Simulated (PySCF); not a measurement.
Dipole moment and polarisability of `CC/C=C(F)\C(Cl)=C/F`

Compound: C6H7ClF2.
Geometry (GFN2-xTB, Å), atoms numbered from 1 in this order:
```
atom  x, y, z in Å
C1    -2.1933    0.9641    0.3751
C2    -0.9891    0.0268    0.4233
C3    -0.4360   -0.1980   -0.9412
C4     0.8478   -0.2916   -1.2724
F5     1.1701   -0.4267   -2.5839
C6     2.0169   -0.2357   -0.3945
Cl7    3.3346    0.7408   -0.9484
C8     2.1559   -0.8764    0.7647
F9     1.2188   -1.7079    1.2372
H10   -2.9767    0.5496   -0.2547
H11   -1.9046    1.9332   -0.0248
H12   -2.5956    1.1093    1.3741
H13   -1.2985   -0.9355    0.8417
H14   -0.2215    0.4384    1.0804
H15   -1.1569   -0.2689   -1.7442
H16    3.0204   -0.8126    1.4072
```

Level: B3LYP/def2-SVPD (PySCF), static field, nuclei fixed, core orbitals frozen in the response. The polarisability tensor in these axes (au):

```
x   113.80   0.15  -4.24
y     0.15  72.59  -7.99
z    -4.24  -7.99  86.26
```

Q: What are the eigenvalues, a third of the trace, and Δα (Δα² = ½Σ(αi − αj)² over the three pairs)?

A: Principal values 68.85, 89.32 and 114.48 au; mean 90.88 au = 13.47 Å³ = 14.98 × 10⁻⁴⁰ C²·m²/J; Δα = 39.58 au (44 % of the mean).

Q: What is the dipole moment, and where does it point?

A: (-1.00, 0.23, 1.87) D, 2.13 D in size, pointing from the negative to the positive side. Measured along this direction, the outermost atoms are F5 at the negative end and H12 at the positive end.

Q: Find the Langevin capture rate constant for H3O+ (19.018 u) meeting this molecule (152.020 u), k = 2.342 × 10⁻⁹ cm³/s × √(α in Å³ / reduced mass in u).

A: The reduced mass is 16.90 u, so k = 2.09 × 10⁻⁹ cm³/s. The formula leaves out the permanent dipole, which adds to the capture rate.

Q: What depolarisation ratio follows for Rayleigh scattering of linearly polarised light, taking the static tensor?

A: ρ = 3Δα²/(45ᾱ² + 4Δα²) = 4700.2/(371688 + 6267.0) = 0.0124.

Q: Refractivity n − 1 of an ideal gas of it at 400 K and 1 atm, from the electronic α?

A: N = p/kT = 1.8347 × 10¹⁹ cm⁻³, so n − 1 = 2π × N × 13.47 × 10⁻²⁴ cm³ = 1553 × 10⁻⁶ at long wavelengths, for an ideal gas.

Q: Directions of the eigenvectors, and the extent of the frame along each?

A: Largest value along (0.99, 0.03, -0.16), where the nuclei span 6.34 Å; middle along (0.16, -0.42, 0.89), 4.01 Å; least along (0.04, 0.90, 0.42), 3.11 Å. The response follows the extents in order.

Geometry: GFN2-xTB, one conformer, isolated molecule.
